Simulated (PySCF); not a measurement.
## How methods differ on the excitation energy of Al²⁺

Al²⁺ [Ne] 3s1 (2S) → Al²⁺ [Ne] 3d1 (2D), as a difference of total energies. Calculation: PySCF 2.14, in dyall-av3z (19s12p3d2f, 84 functions); scalar relativity by spin-free X2C-1e. The calculations carry no spin-orbit coupling.

| method | excitation energy (eV) |
| --- | --- |
| UHF | 14.413 |
| LDA | 14.422 |
| PBE | 14.062 |
| PBE0 | 14.173 |
| r2SCAN | 14.071 |
| BHandHLYP | 14.445 |
| TPSSh | 13.954 |
| wB97M-V | 14.388 |
| TPSS | 13.889 |

The promoted electron is Rydberg-like, and one or two diffuse shells describe it only roughly, which tends to raise the upper state.
